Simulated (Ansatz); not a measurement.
`CO[SiH2]C` → CH₄ + `CO[SiH]` at 500 K and 1 bar (silylene formation by 1,1-elimination).

Isolated molecules relaxed with PBE0-D4/def2-TZVP in Ansatz; ΔE leaves out vibrations. CBS: MP2 limit from def2 TZ/QZ plus the TZ coupled-cluster correction, frozen cores. This one scheme is used for every species. Each species was taken in one conformer, which may not be the lowest.

```json
{"species": "`CO[SiH2]C`", "CCSD(T)/CBS energy (Eh)": "-445.20896", "H − E (kJ/mol)": "297.6", "S (J/(mol·K))": "399.4"}
{"species": "CH₄", "CCSD(T)/CBS energy (Eh)": "-40.46206", "H − E (kJ/mol)": "135.6", "S (J/(mol·K))": "206.8"}
{"species": "`CO[SiH]`", "CCSD(T)/CBS energy (Eh)": "-404.67988", "H − E (kJ/mol)": "158.5", "S (J/(mol·K))": "317.8"}
```

H − E and S are ideal-gas, rigid-rotor, harmonic terms from PBE0-D4/def2-TZVP, for one conformer and one mirror image of each species. 1 Eh = 2625.50 kJ/mol, R = 8.31446 J/(mol·K).

Q: By hand: ΔE, ΔH, ΔS and ΔG.

A: ΔE = (-40.46206) + (-404.67988) − (-445.20896) = 0.06702 Eh = 176.0 kJ/mol. Δ(H − E) = 135.6 + 158.5 − 297.6 = -3.5, so ΔH = 172.5 kJ/mol. ΔS = 206.8 + 317.8 − 399.4 = 125.2 J/(mol·K). ΔG = 172.5 − 500 × (125.2)/1000 = 109.9 kJ/mol.

Q: By hand: the equilibrium constant, and the temperature at which ΔG would vanish if ΔH and ΔS stayed fixed.

A: log₁₀ K = −ΔG/(RT ln 10) = -11.5. ΔG = 0 at ΔH/ΔS = 1378 K.

The number of gas molecules changes by +1, which sets the sign of ΔS. A doubt of 5 kJ/mol in ΔE shifts log₁₀ K by 0.5 here. Other conformers and mirror images would add mixing entropy, several J/(mol·K) or more a flexible species. These are equilibria of isolated gas molecules and say nothing of rates. Largest T1 diagnostic: 0.015 (customary marks: 0.02 for closed shells, 0.045 for open ones).
